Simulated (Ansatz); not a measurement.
Basis-set extrapolation for `C#CCOC(=O)OC` (PBE0-D4/def2-TZVP geometry, frozen core, Ansatz). Multiplicity 1, RHF reference.

```json
{"": "HF", "def2-TZVPP": "-417.538329", "def2-QZVPP": "-417.556698"}
{"": "MP2 correlation", "def2-TZVPP": "-1.479544", "def2-QZVPP": "-1.586724"}
{"": "CCSD(T) correlation", "def2-TZVPP": "-1.573726", "def2-QZVPP": "not run"}
```

Energies in hartree. Use E(X) = E(∞) + A·exp(−7.88·√X) for Hartree–Fock and E(X) = E(∞) + B·X^(−2.97) for correlation, with X = 3 and 4, and add CCSD(T) minus MP2 of the smaller set to the MP2 limit.

**Question.** What is the CCSD(T) energy at the basis-set limit?

**Answer.** HF limit: -417.556698 + (-0.018369) × 0.13774 = -417.55923. MP2 limit: -1.586724 + (-0.107180) × 0.74074 = -1.66612. Higher-order term: -1.573726 − (-1.479544) = -0.09418. Total: -419.31953 hartree, 5.65 eV below CCSD(T)/def2-TZVPP.
